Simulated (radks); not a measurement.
Task: These are the eigenvalues of the occupied orbitals of an atom or ion with whole-number occupations (hartree). Calculated with a radial shooting solver on a logarithmic mesh with Libxc functionals: Dirac Kohn-Sham, PBE, spin-unpolarised, spherical densities, finite nucleus; Fermi nuclear charge, rms radius of each element as measured or else 0.836 A^(1/3) + 0.57 fm.

orbital  eigenvalue
1s1/2     -1373.544
2s1/2     -221.5664
2p1/2     -209.0425
2p3/2     -195.0093
3s1/2     -50.97791
3p1/2     -45.71871
3p3/2     -43.00291
3d3/2     -33.77470
3d5/2     -33.19544
4s1/2     -14.16205
4p1/2     -12.23807
4p3/2     -11.66106
4d3/2      -8.49564
4d5/2      -8.39428

Which element is it, and in what charge state? The configuration may be excited. Open shells, if any, fill j = l - 1/2 first.

Result: Z = 56, barium, charge +10: Ba10+ in [Kr] 4d10. The list shows which subshells hold electrons but not how many an open one holds; the 1s level, -1373.5 hartree, gives Z - s = 52.4 by -(Z - s)^2/2, which with screening and relativity narrows Z to a few neighbours, and the depths of the outer levels then fix element, charge and occupations together.
